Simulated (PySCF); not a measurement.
C2H6ClFSi, SMILES [Si@@H](CC)(Cl)F. Atoms are numbered in the order given.

```xyz
11

C     -2.2117    -0.5015     0.1812
C     -1.2332    -0.4351    -0.9889
Si     0.4130     0.3124    -0.5657
F      0.1909     1.8279    -0.0298
Cl     1.2874    -0.7496     0.9702
H     -1.8010    -1.0998     1.0085
H     -3.1673    -0.9561    -0.1204
H     -2.4285     0.5025     0.5763
H     -1.6501     0.1581    -1.8226
H     -1.0381    -1.4407    -1.4018
H      1.3685     0.3730    -1.6988
```

Geometry optimised at PBE0-D3(BJ)/def2-SVP. The structure was generated by enumeration; whether it is a known compound was not checked. One conformer was computed; it need not be the lowest.

All values below come from PBE/pcSseg-1 in PySCF.

GIAO shieldings, no solvent; atoms listed in one row are averaged. δ = σ(ref) − σ: ¹³C against TMS (σ = 182.0 ppm); ²⁹Si against TMS (σ = 335.4 ppm); ¹⁹F against CFCl3 (σ = 133.6 ppm); ³⁵Cl against HCl (σ = 936.5 ppm); ¹H against TMS (σ = 31.49 ppm), references at their B3LYP-D3(BJ)/def2-TZVP geometries, non-relativistic (without spin–orbit terms, shifts of atoms bonded to Cl or Br come out too high).

Estimate the chemical shifts. (Estimate from the structure and the level; the computed values follow.)


| nucleus | atoms | count | δ (ppm) |
|---|---|---|---|
| ¹³C | C2 | 1 | 17.7 |
| ¹³C | C1 | 1 | 7.6 |
| ²⁹Si | Si3 | 1 | 24.1 |
| ¹⁹F | F4 | 1 | -186.5 |
| ³⁵Cl | Cl5 | 1 | 61.0 |
| ¹H | H11 | 1 | 6.03 |
| ¹H | H6, H7, H8 | 3 | 1.45 |
| ¹H | H9 | 1 | 1.31 |
| ¹H | H10 | 1 | 0.89 |
